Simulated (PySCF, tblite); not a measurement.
Isomers of C5H12Si2. Computed values, GFN2-xTB/tblite, gas phase, harmonic and unscaled. Errors from tens to a few hundred cm⁻¹ against measured bands are possible. Modes of hydrogen on silicon can be 10 to 20 % off. One conformer each.

Electronic energies: PBE0/pcSseg-1 single points on the GFN2-xTB geometries (PySCF, gas phase).

| SMILES | electronic energy, lowest = 0 (kcal/mol) |
| --- | --- |
| [SiH3]CCC1=C[SiH2]C1 | 15.3 |
| [SiH3][SiH2]C1=CCCC1 | 0.0 |
| C#C[SiH2]C(C)(C)[SiH3] | 29.3 |
| C#CC[Si](C)(C)[SiH3] | 16.2 |

How do GFN2-xTB zero-point energies change the relative energies?

```
                SMILES  ZPE (kcal/mol)  of it from modes above 1550 cm⁻¹  electronic (kcal/mol)  with ZPE, lowest = 0 (kcal/mol)  lowest mode (cm⁻¹)  rings
  [SiH3][SiH2]C1=CCCC1            90.9                              48.1                    0.0                              0.0                  11      1
  [SiH3]CCC1=C[SiH2]C1            90.0                              48.3                   15.3                             14.4                  44      1
  C#CC[Si](C)(C)[SiH3]            89.8                              52.1                   16.2                             15.0                 19i      0
C#C[SiH2]C(C)(C)[SiH3]            88.6                              49.6                   29.3                             27.0                  42      0
```

The zero-point energies span 2.3 kcal/mol, from `C#C[SiH2]C(C)(C)[SiH3]` to `[SiH3][SiH2]C1=CCCC1`. Slightly imaginary modes are left out of the zero-point energy: `C#CC[Si](C)(C)[SiH3]` 18.7i cm⁻¹. The order is unchanged.

And how do the electronic energies of GFN2-xTB itself compare?

`[SiH3][SiH2]C1=CCCC1` 0.0; `[SiH3]CCC1=C[SiH2]C1` 19.3; `C#CC[Si](C)(C)[SiH3]` 43.9; `C#C[SiH2]C(C)(C)[SiH3]` 35.3 kcal/mol, lowest = 0. Against the energies above, taken from the same isomer `[SiH3][SiH2]C1=CCCC1`, the largest difference is 27.7 kcal/mol.
